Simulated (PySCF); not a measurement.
# Which determinant of GaBr lies lowest?

Unrestricted PBE0; Ga x2c-SVPall, Br x2c-SVPall; spin-free X2C with a Gaussian nucleus (PySCF 2.14). Outer shells of the fragments: Ga 3d10 4s2 4p1; Br 3d10 4s2 4p5.

Followed along the bond (rough minima from three points):

```tsv
2Ms+1	unpaired	⟨S²⟩ at the start	R at minimum (Å)	Te (eV)
1	none	0.00	2.37	0.00
3	σ ↑, π ↑	2.00	2.34	3.44
```

Solutions found at the starting distance of 2.320 Å, counted from the lowest of them; the search is not exhaustive and high or unbound solutions are not listed, so other states can lie among these:

```csv
2Ms+1,unpaired,term,E (eV),⟨S²⟩,⟨Lz²⟩,μ (D)
1,none,¹Σ⁺,0.00,0.00,0.00,-1.99
3,"σ ↑, π ↑",³Π,3.43,2.00,1.00,-1.20
1,"σ ↑, π ↓",mixed,3.93,1.01,1.00,-0.70
3,π ↑↑,mixed,5.36,2.01,2.01,3.54
3,π ↑↑,mixed,5.54,2.01,2.01,3.55
3,σ ↑↑,³Σ⁺,5.83,2.00,0.00,-0.10
3,"σ ↑, π ↑",³Π,7.59,2.00,1.01,4.06
```

A term symbol is given only where ⟨S²⟩ and ⟨Lz²⟩ are close to those of a pure state; real π, δ and φ orbitals otherwise mix terms. A positive dipole means Ga(−)Br(+).

Counting both spins, an empty level lies below a filled one in some of these solutions, because spin and occupation are held.
